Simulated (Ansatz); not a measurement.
Stretching the N3–H4 bond in GeH3N (SMILES [NH2][GeH]) (multiplicity 1 held, fragments rigid). Energies count from the point at 1.008 Å.
Geometry at that point (charge 0, multiplicity 1):
```tsv
atom	x (Å)	y (Å)	z (Å)
Ge	-0.1424	0.2401	0.3120
H	-0.5005	1.3459	-0.7974
N	0.5161	-0.9212	-0.9385
H	0.5585	-0.7543	-1.9320
H	0.8851	-1.8250	-0.6851
```

R- and RO- levels are restricted; in cc, def2 and unpolarised 6-31G sets they are followed outwards from rest. Active spaces are followed from a long bond inwards. Levels need not reach the same state.

Cores are frozen in the correlated methods. Filled d and f shells under p-block atoms count as core.

Programs: Ansatz (an electronic-structure program) with Gaussian orbitals. Values without a source in brackets are computed.

Energies in kcal/mol.

```tsv
R (Å)	R-MP2/cc-pVDZ	R-SCS-MP2/cc-pVDZ	R-CCSDT(Q)/cc-pVDZ	CASSCF(2,2)/cc-pVDZ	FIC-MRCISD on CASSCF(2,2)/cc-pVDZ	FIC-MRCISD+Q on CASSCF(2,2)/cc-pVDZ
0.807	38.4	38.5	38.7	38.1	38.1	38.4
0.907	8.2	8.3	8.4	8.2	8.1	8.3
1.008	0.0	0.0	0.0	0.0	0.0	0.0
1.109	3.6	3.5	3.3	3.4	3.6	3.5
1.210	13.3	13.2	12.6	12.6	13.2	12.9
1.361	32.6	32.3	31.0	30.6	31.9	31.5
1.512	52.8	52.4	49.6	48.9	51.0	50.4
1.765	82.8	81.9	74.9	74.0	77.4	76.4
2.017	105.4	104.0	90.7	90.7	95.0	93.3
2.319	123.4	121.1	99.6	101.6	106.4	103.8
2.722	134.9	131.2	103.2	107.4	112.2	109.1
3.227	136.1	129.9	103.8	109.3	114.1	110.8
```

Doubts at one or more of the structures used: a restricted determinant that unrestricted orbitals would lower (R-MP2/cc-pVDZ, R-SCS-MP2/cc-pVDZ, R-CCSDT(Q)/cc-pVDZ); other coupled-cluster roots lie near (R-CCSDT(Q)/cc-pVDZ); T1 above 0.05 (R-CCSDT(Q)/cc-pVDZ).
